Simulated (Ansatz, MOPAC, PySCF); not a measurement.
Molecule: BO, charge 1, multiplicity 1. SMILES of the parent species: O=[B]
Geometry: optimised at B3LYP-D3(BJ)/def2-TZVP (Ansatz, a program for electronic structure).

Unscaled harmonic wavenumbers (cm⁻¹) in rising order, each level at the stationary point that it reaches from this structure (no distance between atoms moves by over 0.3 Å); the order of modes can differ between levels, and a negative number is imaginary. B3LYP-D3(BJ)/def2-TZVP (PySCF, at the structure above): 1952.

AM1 (MOPAC): 2018. Zero-point energy 2.9 against 2.8 kcal/mol; where all levels lie over 400 cm⁻¹, the wavenumbers are on average 1.034 times those of B3LYP-D3(BJ)/def2-TZVP.

PM3 (MOPAC): 2096. Zero-point energy 3.0 against 2.8 kcal/mol; where all levels lie over 400 cm⁻¹, the wavenumbers are on average 1.073 times those of B3LYP-D3(BJ)/def2-TZVP.

PM7 (MOPAC): 1708. Zero-point energy 2.4 against 2.8 kcal/mol; where all levels lie over 400 cm⁻¹, the wavenumbers are on average 0.875 times those of B3LYP-D3(BJ)/def2-TZVP.

HF/3-21G (Ansatz): 2071. Zero-point energy 3.0 against 2.8 kcal/mol; where all levels lie over 400 cm⁻¹, the wavenumbers are on average 1.061 times those of B3LYP-D3(BJ)/def2-TZVP.
